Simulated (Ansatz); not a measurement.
Reaction (substitution at a C–Br bond): `[SiH3]O/C=C\Br` + H₂S → `[SiH3]O/C=C\S` + HBr

Gas-phase electronic energies from Ansatz, PBE0-D4/def2-TZVP geometries. CCSD(T)/CBS is the MP2 limit (def2-TZVPP, def2-QZVPP) plus CCSD(T) − MP2 in def2-TZVPP, frozen cores. This one scheme is used for every species. Double bonds are as drawn, so ΔE can hold a change between cis and trans. DFT in def2-TZVPP. B3LYP here is the variant with VWN-RPA as its local correlation; programs differ in this. For Br outer-core shells are correlated without core-valence functions, which leaves a few kJ/mol of doubt a bond. Scalar relativity is left out up to krypton. Each species was taken in one conformer, which may not be the lowest.

`[SiH3]O/C=C\Br`:

Cartesian coordinates in Å:
```
Si -0.636 1.340 -1.072
O -0.275 0.439 0.273
C 0.187 -0.821 0.268
C 0.763 -1.402 1.312
Br 1.045 -0.528 2.941
H 0.605 1.880 -1.681
H -1.332 0.479 -2.064
H -1.510 2.435 -0.602
H 0.054 -1.396 -0.648
H 1.098 -2.426 1.272
```

H₂S:

```xyz
3

S    -0.506   -0.329   -0.141
H     0.801   -0.477   -0.403
H    -0.295    0.805    0.544
```

`[SiH3]O/C=C\S`:

Cartesian coordinates in Å:
```
Si 1.252 -0.580 1.390
O 0.329 0.231 0.280
C -0.614 -0.349 -0.506
C -1.315 0.347 -1.395
S -1.174 2.053 -1.717
H 2.060 -1.631 0.720
H 0.383 -1.221 2.412
H 2.122 0.446 2.004
H -0.780 -1.416 -0.379
H -2.056 -0.165 -1.994
H -0.208 2.285 -0.814
```

HBr:

Cartesian coordinates in Å:
```
Br 0.428 -0.312 -0.473
H -0.428 0.312 0.473
```

```
             level  ΔE (kJ/mol)  difference from CCSD(T)/CBS
            PBE-D4        -20.5                         -2.6
         r2SCAN-D4        -20.9                         -3.0
           PBE0-D4        -20.0                         -2.1
          B3LYP-D4        -18.3                         -0.4
           ωB97X-V        -16.9                          1.0
           ωB97M-V        -17.1                          0.8
            B2PLYP        -16.6                          1.3
               PBE        -19.5                         -1.6
            r2SCAN        -20.5                         -2.6
              PBE0        -19.1                         -1.2
             B3LYP        -16.8                          1.1
     HF/def2-TZVPP        -12.6                          5.3
    MP2/def2-TZVPP        -15.7                          2.2
SCS-MP2/def2-TZVPP        -13.9                          4.0
   CCSD/def2-TZVPP        -14.2                          3.7
CCSD(T)/def2-TZVPP        -15.1                          2.8
     HF/def2-QZVPP        -12.8                          5.1
    MP2/def2-QZVPP        -17.5                          0.4
SCS-MP2/def2-QZVPP        -15.6                          2.3
      HF/CBS(def2)        -12.8                          5.1
     MP2/CBS(def2)        -18.6                         -0.7
    CCSD/CBS(def2)        -17.0                          0.9
       CCSD(T)/CBS        -17.9                            0
```

Largest T1 diagnostic among the species: 0.013.
